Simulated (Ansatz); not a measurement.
The same path of ClF3H2NTa + H2 (10 atoms, charge 0, multiplicity 1) was run twice with different band settings. Lost on the way: Ta1–Cl2, H9–H10. Made: Ta1–H9, Cl2–H10.

Theory: RKS r2SCAN-D4/def2-SVP in Ansatz.

Relaxed end points:

```xyz
10
Properties=species:S:1:pos:R:3
Ta -0.006 0.301 0.099
Cl 2.289 0.604 0.218
F -0.288 0.581 1.948
F -0.014 0.175 -1.788
N -1.046 1.932 -0.152
H -1.422 2.486 0.616
H -1.308 2.298 -1.066
F -0.906 -1.346 0.211
H 1.221 -2.789 0.915
H 1.910 -2.475 0.946
```

```xyz
10
Properties=species:S:1:pos:R:3
Ta -0.775 -0.426 0.200
Cl 3.274 0.488 0.313
F -0.937 -0.238 2.069
F -0.312 -0.710 -1.605
N -0.521 1.499 0.000
H -0.658 2.173 0.752
H -0.353 1.958 -0.894
F -2.401 -1.365 0.049
H 0.774 -1.218 0.568
H 2.341 -0.396 0.492
```

Common settings: movable images 9; climbing image yes; optimiser quadratic models (default); start path through a guess of the saddle point; force threshold 0.03 eV/Å; end points relaxed.

| run | spring | iteration limit |
| --- | --- | --- |
| 1 | 5.0 eV/Å² | 53 |
| 2 | 2.0 to 10.0 eV/Å², energy-weighted | 60 |

(1) What does each run give, and how far can it be trusted?

## Answers

(1) Run 1: converged after 16 iterations, highest image 1.619 eV above the first end. A vibrational analysis at the climbing image gives one clearly imaginary mode, 75i cm⁻¹: a first-order saddle point.
Run 2: converged after 23 iterations, highest image 1.619 eV above the first end. Another band between the same ends (9 images) ends at a top of the same energy, where a vibrational analysis finds 1 clearly imaginary mode.
The orbitals stay closed-shell, which can raise the energy where a bond breaks towards radicals; this wasn't checked here.
